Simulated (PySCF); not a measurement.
Mapped SMILES: `[F:1][CH2:2][CH2:3]/[CH:4]=[N:5]\[SiH3:6]`. Hydrogens are named by the atom that carries them.

Geometry: PBE0-D3(BJ)/def2-SVP; GIAO absolute shieldings from PySCF 2.14.0 with density-fitted response routines, gas phase, non-relativistic, averaged over equivalent atoms.

At PBE0/def2-SVP (128 basis functions, 22 s wall time on 1 thread of an Arm Neoverse N1, shared host):
```tsv
atoms	σ (ppm)
F1	432.1
C4	18.9
C2	117.1
C3	155.4
N5	-83.4
Si6	479.3
H(C4)	22.60
H(Si6)	26.40
H(C2)	27.05
H(C3)	29.15
```

What do these become at B97-D/pcSseg-1?

Answers


```csv
atoms,σ at B97-D/pcSseg-1,change
F1,405.3,-26.8
C4,1.8,-17.1
C2,95.7,-21.4
C3,137.2,-18.2
N5,-97.4,-14.0
Si6,421.0,-58.3
H(C4),22.47,-0.13
H(Si6),26.53,+0.13
H(C2),26.70,-0.35
H(C3),28.99,-0.16
```

The largest change is at Si6 (silicon bonded to N, 3 H). Cost: 149 basis functions, 17 s wall time on 1 thread of an Arm Neoverse V2, shared host. The order of the carbon signals is the same at both levels.
